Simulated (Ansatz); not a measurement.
Relaxation of AlCl₂H₃O₂ (8 atoms, charge 0, multiplicity 1), to a largest force component of 0.03 eV/Å in at most 50 steps.

Computed with RKS PBE/def2-SVP (Ansatz 0.2.0).

```xyz
8
Properties=species:S:1:pos:R:3:forces:R:3
Al 0.255 -0.619 0.005 -0.09 0.89 -0.13
H -2.446 0.159 0.237 -1.55 -1.72 1.15
Cl -0.110 -1.970 -1.559 0.00 -0.01 0.02
Cl 0.401 -1.302 1.992 0.03 0.02 -0.04
H -2.017 0.627 -0.075 1.47 1.69 -1.14
O 0.178 1.197 -0.279 0.26 -0.90 0.09
O 1.626 0.709 -0.512 -0.04 0.12 0.07
H 2.113 1.200 0.190 -0.08 -0.10 -0.02
```

Task: Where does it end, and by what steps?

Result: The run converged. The force dipped under the threshold on the way, but the program's further checks kept it going. After 19 steps the energy has fallen by 0.175 eV; H5 moved furthest, 0.65 Å.

```tsv
step	energy less start (eV)	largest force component (eV/Å)	accepted
0	0.0000	1.723	yes
1	-0.0919	0.708	yes
2	-0.0804	0.807	no
3	-0.0949	1.026	yes
4	-0.1251	0.153	yes
5	-0.1358	0.105	yes
6	-0.1424	0.535	yes
7	-0.1560	0.349	yes
8	-0.1581	0.098	yes
9	-0.1655	0.150	yes
10	-0.1665	0.115	yes
11	-0.1680	0.028	yes
12	-0.1625	0.771	no
13	-0.1707	0.199	yes
14	-0.1720	0.086	yes
15	-0.1733	0.073	yes
16	-0.1699	0.489	no
17	-0.1735	0.073	yes
18	-0.1752	0.062	yes
19	-0.1753	0.010	yes
```

```xyz
8
Properties=species:S:1:pos:R:3
Al 0.103 -0.426 -0.065
H -2.047 0.227 0.493
Cl -0.323 -1.781 -1.618
Cl 0.215 -1.079 1.942
H -2.159 0.016 -0.244
O 0.335 1.316 -0.385
O 1.720 0.673 -0.460
H 2.156 1.054 0.337
```

The run took 36 s on 2 threads of Arm Neoverse V1 (shared host), peak memory 0.14 GiB.
